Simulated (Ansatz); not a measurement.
Reaction (formal exchange of groups at a Ge–Si bond): `[SiH3]O[SiH2][GeH3]` + `C=CC` → `C=[C](C)[GeH3]` + `[SiH3]O[SiH3]`

Isolated molecules relaxed with PBE0-D4/def2-TZVP in Ansatz; ΔE leaves out vibrations. CCSD(T)/CBS is the MP2 limit (def2-TZVPP, def2-QZVPP) plus CCSD(T) − MP2 in def2-TZVPP, frozen cores. DFT in def2-TZVPP. HSE06 is defined as in plane-wave codes. For Ge outer-core shells are correlated without core-valence functions, which leaves a few kJ/mol of doubt a bond. Scalar relativity is left out up to krypton. Each species was taken in one conformer, which may not be the lowest.

Is it downhill or uphill in electronic energy at CCSD(T)/CBS, and by how much? (Best estimate.)

The calculation gave: Uphill: ΔE = +23.3 kJ/mol.

What do these levels give: LDA (SPW92), B97M-V, HSE06-D4, PBE-QIDH, CAM-B3LYP, HF/def2-TZVPP? (Estimate.)

The calculation gave: LDA (SPW92) 34.5, B97M-V 31.3, HSE06-D4 34.4, PBE-QIDH 25.9, CAM-B3LYP 28.5, HF/def2-TZVPP 23.1 kJ/mol.

Largest T1 diagnostic among the species: 0.012.

Leaving LDA and LC-ωPBE aside and taking each functional with its dispersion term where it has one, the values, not all of them listed here, spread over 10.7 kJ/mol, from B2PLYP to PBE-D4. LDA lies −3.3 kJ/mol from PBE without D4. At CCSD(T), def2-SVP lies −3.1 kJ/mol from the extrapolated value and def2-TZVPP −2.4 kJ/mol.
